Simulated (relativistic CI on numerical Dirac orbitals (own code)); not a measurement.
Electric-dipole transitions in Sn29+

Computed by Dirac-Coulomb-Breit CI, orbitals from a KLI potential per configuration, model QED (radiative potential, 1s self-energy scaled to tabulated hydrogen-like ionisation energies), unscaled Slater integrals (own radial code, finite nucleus).

CI space (outside the closed core [Ne]): 3s²3p⁶3d³, 3s²3p⁵3d⁴, 3s3p⁶3d⁴, 3s²3p⁶3d²4s, 3s²3p⁶3d²4p, 3s²3p⁶3d²4d, 3s²3p⁵3d³4s, 3s²3p⁶3d²4f, 3s²3p⁵3d³4p, 3s3p⁶3d³4s, 3s²3p⁶3d4s4p, 3p⁶3d⁴4p, 3s3p⁶3d³4p, 3s²3p⁶3d²5s, 3s²3p⁶3d²5p, 3s²3p⁶3d²5d, 3s²3p⁶3d4p4d, 3s²3p⁶3d²5f, 3s²3p⁶3d²5g, 3s²3p⁶3d²6s, 3s²3p⁶3d²6p, 3p⁶3d⁵, 3p⁵3d⁶, 3p⁵3d⁵4s, 3s²3p⁶3d4s², 3s²3p⁶4s²4p, 3s²3p⁶4s²4d, 3p⁶3d⁴4s, 3p⁵3d⁴4s², 3s²3p⁶3d4p², 3s²3p⁶4s4p², 3s²3p⁶4p³, 3s²3p⁶4p²4d, 3s²3p⁵3d4s4p², 3s²3p⁶3d4s4d, 3s²3p⁶4s4p4d, 3s²3p⁶4s4d², 3s²3p⁵3d4s²4d, 3s²3p⁶3d4d², 3s²3p⁶4p4d², 3s²3p⁶4d³, 3s²3p⁵3d4s4d², 3s3p⁶3d²4s², 3s3p⁶3d4s²4p, 3s3p⁶3d4s²4d. Double excitations out of closed p, d and f shells are left out; levels of such configurations are missing from the list, as are those of other unlisted configurations, and high levels can miss mixing partners. These lack a partner that the ground configuration has and come out too high: 3s²3p⁵3d³4p.

| λ vac (nm) | Lower | Upper | A (s⁻¹) | E lower (cm⁻¹) | E upper (cm⁻¹) |
| --- | --- | --- | --- | --- | --- |
| 4.7276 | 3s²3p⁶3d³ ⁴F5/2 [2] | 3s²3p⁵3d⁴ ⁴D°3/2 [170] | 3.61e+11 | 52961 | 2168221 |
| 4.7296 | 3s²3p⁶3d³ ²G7/2 [7] | 3s²3p⁵3d⁴ ²F°5/2 [187] | 5.63e+11 | 163300 | 2277634 |
| 4.7505 | 3s²3p⁶3d³ ⁴F7/2 [3] | 3s²3p⁵3d⁴ ⁴D°5/2 [174] | 5.37e+11 | 87169 | 2192223 |
| 4.7815 | 3s²3p⁶3d³ ⁴F9/2 [5] | 3s²3p⁵3d⁴ ⁴D°7/2 [175] | 9.36e+11 | 103641 | 2195026 |
| 4.8131 | 3s²3p⁶3d³ ⁴F3/2 [1] | 3s²3p⁵3d⁴ ²P°1/2 [158] | 6.74e+11 | 0 | 2077648 |
| 4.8132 | 3s²3p⁶3d³ ⁴F9/2 [5] | 3s²3p⁵3d⁴ ⁴D°7/2 [172] | 2.18e+11 | 103641 | 2181273 |
| 4.8158 | 3s²3p⁶3d³ ²F7/2 [16] | 3s²3p⁵3d⁴ ²D°5/2 [195] | 9.99e+11 | 275976 | 2352486 |
| 4.8170 | 3s²3p⁶3d³ ²H9/2 [8] | 3s²3p⁵3d⁴ ²G°7/2 [181] | 1.08e+12 | 171636 | 2247614 |
| 4.8349 | 3s²3p⁶3d³ ²H11/2 [12] | 3s²3p⁵3d⁴ ²G°9/2 [189] | 1.45e+12 | 221806 | 2290110 |
| 4.8620 | 3s²3p⁶3d³ ²G9/2 [14] | 3s²3p⁵3d⁴ ²F°7/2 [193] | 1.41e+12 | 267539 | 2324312 |
| 4.9070 | 3s²3p⁶3d³ ²D3/2 [10] | 3s²3p⁵3d⁴ ²P°1/2 [180] | 1.10e+12 | 199572 | 2237483 |
| 4.9188 | 3s²3p⁶3d³ ⁴F3/2 [1] | 3s²3p⁵3d⁴ ⁴D°1/2 [149] | 8.48e+11 | 0 | 2033008 |
| 4.9415 | 3s²3p⁶3d³ ²D5/2 [13] | 3s²3p⁵3d⁴ ²D°5/2 [184] | 4.21e+11 | 240578 | 2264236 |
| 4.9517 | 3s²3p⁶3d³ ⁴P5/2 [9] | 3s²3p⁵3d⁴ ⁴D°7/2 [175] | 3.30e+11 | 175531 | 2195026 |
| 4.9586 | 3s²3p⁶3d³ ⁴P5/2 [9] | 3s²3p⁵3d⁴ ⁴D°5/2 [174] | 4.03e+11 | 175531 | 2192223 |
| 4.9780 | 3s²3p⁶3d³ ²D5/2 [19] | 3s²3p⁵3d⁴ ²D°3/2 [197] | 8.44e+11 | 410772 | 2419604 |
| 4.9837 | 3s²3p⁶3d³ ²H11/2 [12] | 3s²3p⁵3d⁴ ²H°11/2 [178] | 1.12e+12 | 221806 | 2228345 |
| 5.0222 | 3s²3p⁶3d³ ²F7/2 [16] | 3s²3p⁵3d⁴ ²F°7/2 [185] | 6.38e+11 | 275976 | 2267151 |
| 5.0270 | 3s²3p⁶3d³ ²D5/2 [19] | 3s²3p⁵3d⁴ ²D°5/2 [196] | 8.84e+11 | 410772 | 2400042 |
| 5.0307 | 3s²3p⁶3d³ ²G9/2 [14] | 3s²3p⁵3d⁴ ²H°9/2 [183] | 7.24e+11 | 267539 | 2255336 |
| 5.0824 | 3s²3p⁶3d³ ⁴F5/2 [2] | 3s²3p⁵3d⁴ ⁴D°3/2 [144] | 5.80e+11 | 52961 | 2020531 |
| 5.0891 | 3s²3p⁶3d³ ²H9/2 [8] | 3s²3p⁵3d⁴ ²H°9/2 [166] | 2.29e+11 | 171636 | 2136623 |
| 5.1161 | 3s²3p⁶3d³ ⁴F9/2 [5] | 3s²3p⁵3d⁴ ²H°9/2 [155] | 3.67e+11 | 103641 | 2058257 |
| 5.1546 | 3s²3p⁶3d³ ²D5/2 [19] | 3s²3p⁵3d⁴ ²F°7/2 [194] | 4.91e+11 | 410772 | 2350785 |
| 5.1942 | 3s²3p⁶3d³ ⁴P3/2 [4] | 3s²3p⁵3d⁴ ⁴P°1/2 [148] | 8.13e+11 | 100464 | 2025680 |
| 5.2065 | 3s²3p⁶3d³ ²G9/2 [14] | 3s²3p⁵3d⁴ ²H°11/2 [173] | 3.35e+11 | 267539 | 2188213 |
| 5.2164 | 3s²3p⁶3d³ ⁴F9/2 [5] | 3s²3p⁵3d⁴ ²G°9/2 [145] | 2.00e+11 | 103641 | 2020672 |
| 5.2363 | 3s²3p⁶3d³ ⁴F7/2 [3] | 3s²3p⁵3d⁴ ⁴F°5/2 [142] | 3.25e+11 | 87169 | 1996901 |
| 5.2824 | 3s²3p⁶3d³ ²G7/2 [7] | 3s²3p⁵3d⁴ ²F°7/2 [154] | 2.71e+11 | 163300 | 2056370 |
| 5.2929 | 3s²3p⁶3d³ ⁴F7/2 [3] | 3s²3p⁵3d⁴ ⁴F°7/2 [136] | 3.52e+11 | 87169 | 1976482 |
| 5.3005 | 3s²3p⁶3d³ ²H9/2 [8] | 3s²3p⁵3d⁴ ²H°9/2 [155] | 3.28e+11 | 171636 | 2058257 |
| 5.3259 | 3s²3p⁶3d³ ⁴F9/2 [5] | 3s²3p⁵3d⁴ ²G°9/2 [137] | 1.36e+11 | 103641 | 1981273 |
| 5.3828 | 3s²3p⁶3d³ ²G7/2 [7] | 3s²3p⁵3d⁴ ²G°7/2 [146] | 2.22e+11 | 163300 | 2021073 |
| 5.4726 | 3s²3p⁶3d³ ⁴F5/2 [2] | 3s²3p⁵3d⁴ ²F°5/2 [125] | 1.63e+11 | 52961 | 1880244 |
| 5.5499 | 3s²3p⁶3d³ ²H9/2 [8] | 3s²3p⁵3d⁴ ²I°11/2 [135] | 1.42e+11 | 171636 | 1973478 |
| 5.5995 | 3s²3p⁶3d³ ⁴F5/2 [2] | 3s²3p⁵3d⁴ ⁴F°5/2 [119] | 1.75e+11 | 52961 | 1838839 |
| 5.6625 | 3s²3p⁶3d³ ²H11/2 [12] | 3s²3p⁵3d⁴ ²I°13/2 [139] | 1.23e+11 | 221806 | 1987820 |
| 5.7650 | 3s²3p⁶3d³ ⁴F3/2 [1] | 3s²3p⁵3d⁴ ⁴F°3/2 [94] | 3.41e+11 | 0 | 1734593 |
| 6.1853 | 3s²3p⁶3d³ ⁴F3/2 [1] | 3s²3p⁵3d⁴ ²F°5/2 [63] | 1.18e+11 | 0 | 1616741 |
| 6.1962 | 3s²3p⁶3d³ ⁴F7/2 [3] | 3s²3p⁵3d⁴ ⁴G°9/2 [86] | 1.36e+11 | 87169 | 1701052 |
| 6.2400 | 3s²3p⁶3d³ ⁴F3/2 [1] | 3s²3p⁵3d⁴ ⁴G°5/2 [60] | 1.43e+11 | 0 | 1602554 |
| 6.2938 | 3s²3p⁶3d³ ⁴F9/2 [5] | 3s²3p⁵3d⁴ ²H°11/2 [85] | 1.87e+11 | 103641 | 1692494 |
| 6.3116 | 3s²3p⁶3d³ ²H11/2 [12] | 3s²3p⁵3d⁴ ²H°11/2 [112] | 1.19e+11 | 221806 | 1806189 |
| 6.8776 | 3s²3p⁵3d⁴ ⁴I°15/2 [44] | 3s3p⁶3d⁴ ⁴H13/2 [213] | 2.31e+11 | 1525339 | 2979329 |
| 7.0345 | 3s²3p⁵3d⁴ ⁶F°11/2 [26] | 3s3p⁶3d⁴ ⁶D9/2 [204] | 2.17e+11 | 1418091 | 2839652 |

Terms are leading LS components. Brackets give the number of a level in order of energy, since labels repeat. The list gives strong lines, with weight on those to low levels, without lines whose two gauges differ by over a factor of 2.5, among the lowest 400 of 4619 levels, so that lines to higher ones, which can be the strongest, are missing. Levels whose partners in the same complex of configurations lie outside the list can be far off, and so can their lines. Rates are taken at the computed energies, electric ones in the length gauge.

At this charge energies of transitions that change n are usually good to better than 1 %, and those within a shell (Δn = 0) to a few per cent. Terms inside the open d or f shell come out 10 to 20 % too wide with unscaled integrals.

LS names give the leading component of a level, which can be under half, so a name can repeat, a term be missing and a line seem to break the LS rules.
